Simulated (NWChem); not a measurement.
System: CH₅FOSi; SMILES C[Si@H](O)F

```xyz
9

C     -0.4159     1.6548     0.2051
Si     0.0108    -0.0767    -0.3574
O     -1.0682    -1.2265     0.1910
F      1.5138    -0.4077     0.2190
H     -0.3833     1.7368     1.3113
H     -1.4312     1.9435    -0.1342
H      0.3070     2.3889    -0.2058
H      0.0389    -0.2432    -1.8407
H     -1.2661    -1.1993     1.1431
```
Atoms are numbered in this order, from 1.

Results from NWChem. The geometry was optimised at PBE-D3(BJ)/def2-SVP. Level MN15/def2-SVP: energy and gradient on several grids; changes count from the extra-fine grid, which is no exact limit either.

| grid | size of the energy change (μHa) | largest change of a gradient component (μHa/bohr) | time, medium = 1 (rough) |
|---|---|---|---|
| xcoarse | 20000 | 2000 | about 1 |
| coarse | 900 | 500 | about 1 |
| medium | < 10 | 100 | about 1 |
| fine | < 10 | < 30 | about 1 |
| xfine | < 10 | < 30 | 2 |
